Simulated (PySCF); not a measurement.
## Two-component Hartree-Fock for Os³⁵⁺ (osmium, charge +35)

Start: [Kr] 4d5; 4d3/2 filled at m_j = -3/2, -1/2, +1/2, +3/2; 4d5/2 filled at m_j = +5/2. Calculated with PySCF 2.14 in an uncontracted even-tempered set (17 s from 3.7 bohr⁻², ratio 2.8; 14 p from 4.8 bohr⁻², ratio 2.8; 9 d from 4.8 bohr⁻², ratio 2.8; 3 f from 20 bohr⁻², ratio 3): generalised Hartree-Fock with the X2C-1e Hamiltonian and a Gaussian nucleus; one run each with spin-orbit coupling (SO) switched off, then screened by Boettger's factors.

```tsv
spinor shell	electrons	ε, spin-free (eV)	ε, screened SO (eV)	weight of nominal j (screened SO)	rms radius, screened SO (bohr)
1s1/2	2	-75718.7	-75692.5	1.000	0.0201
2s1/2	2	-14527.9	-14518.8	1.000	0.0810
2p1/2	2	-12843.6	-13942.5	1.000	0.0688
2p3/2	4	-12843.6	-12401.6	1.000	0.0764
3s1/2	2	-4527.5	-4524.0	1.000	0.205
3p1/2	2	-4022.6	-4268.8	1.000	0.197
3p3/2	4	-4022.6	-3920.5	1.000	0.211
3d3/2	4	-3458.1	-3504.2	0.999	0.185
3d5/2	6	-3458.1	-3423.7	1.000	0.190
4s1/2	2	-1943.0	-1941.6	1.000	0.427
4p1/2	2	-1751.6	-1834.9	0.998	0.429
4p3/2	4	-1751.6	-1715.7	0.999	0.459
4d3/2	4	-1546.1	-1551.7	0.982	0.444
4d5/2	1	-1546.1	-1529.8	1.000	0.451
```

| quantity | spin-free | screened SO |
| --- | --- | --- |
| E (hartree) | -16545.30273 | -16569.06284 |
| M_J | 5/2 | 5/2 |
| ⟨J²⟩ | 8.750 | 8.753 |
| ⟨L²⟩ | 0.000 | 5.411 |
| ⟨S²⟩ | 8.750 | 3.246 |

Each row is a mean over spinors that exchange with the open shell spreads, by up to 19.144 eV (4p3/2).

Breit and QED terms are absent; they matter most for the inner s and p1/2 levels.

Densities and radii are taken from the X2C orbitals without a picture-change correction, which distorts them close to the nucleus.

Without spin-orbit coupling the j labels of p, d and f shells carry no meaning; the spin-free column gives the mean over the occupied spinors of each nl shell.
